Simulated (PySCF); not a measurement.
Species: CH₃BFN.
Structure used (PBE0-D3(BJ)/def2-SVP), in Å, numbered top down from 1:
```xyz
7
CH3BFN angstrom
C      1.254    0.296   -1.006
N      0.407    0.102   -0.258
B     -0.755   -0.196    0.822
F     -1.872    0.478    0.376
H      2.054    0.477   -1.710
H     -0.244    0.240    1.849
H     -0.818   -1.421    0.775
```

Jobs on this species (7 atoms, 30 electrons) with PySCF (density fitting). Hardware of each: one thread, Arm Neoverse V1 (aarch64), on a shared host. Other jobs ran on the host; a repeat could differ by tens of per cent or more. Peak memory is the resident size of the whole Python process, interpreter and libraries included.

Question: Rank these jobs by wall time, shortest first.
A. LDA/pcSseg-2; shieldings; 186 basis functions
B. PBE0/def2-SVP; shieldings, charges and field gradients; 71 basis functions
C. HF/def2-SVPD; 10 singlets by TDHF, 4 Tamm–Dancoff triplets, polarisability, ΔSCF ions; 107 basis functions

Answer: C (2.3 s), B (3.8 s), A (12 s).

All jobs:

```csv
level and settings,work,basis functions,SCF cycles,wall time,peak memory
HF/def2-SVPD,"10 singlets by TDHF, 4 Tamm–Dancoff triplets, polarisability, ΔSCF ions",107,11,2.3 s,0.41 GiB
PBE0/def2-SVP,"shieldings, charges and field gradients",71,14,3.8 s,0.37 GiB
HF/pcJ-1,spin–spin couplings from 7 perturbed nuclei,138,11,4.9 s,0.51 GiB
PBE0/IGLO-III,"shieldings, charges and field gradients",170,14,9.1 s,0.65 GiB
BHandHLYP/def2-SVPD,"10 singlets by full TDDFT, 4 Tamm–Dancoff triplets, polarisability, ΔSCF ions",107,13,9.9 s,0.47 GiB
LDA/pcSseg-2,shieldings,186,16,12 s,0.77 GiB
OPBE/pcSseg-2,shieldings,186,16,14 s,0.70 GiB
B3LYP/def2-TZVP,spin–spin couplings from 7 perturbed nuclei,142,14,15 s,0.54 GiB
KT2/pcSseg-2,shieldings,186,17,15 s,0.70 GiB
```

Q: What do all jobs in the table cost together?

A: About 86 s; the longest takes about 17 % of that, and about 6.5 times as long as the shortest.
